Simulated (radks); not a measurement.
Problem. These are the eigenvalues of the occupied orbitals of an atom or ion with whole-number occupations (eV). All-electron calculation, non-relativistic Kohn-Sham, PBE, spin-polarised, spherical densities, point nucleus. Program: a radial shooting solver on a logarithmic mesh with Libxc functionals.

1s up: -913.8895
1s down: -910.3347
2s up: -106.1366
2s down: -97.7497
2p up: -83.7437

Which element is it, and in what charge state? The configuration may be excited. Open shells, if any, are filled with parallel spins first.

Solution. Z = 10, neon, charge +3: Ne3+ in [He] 2s2 2p3. The list shows which subshells hold electrons but not how many an open one holds; the 1s level, -33.585 hartree, gives Z - s = 8.2 by -(Z - s)^2/2, which with screening narrows Z to a few neighbours, and the depths of the outer levels then fix element, charge and occupations together.
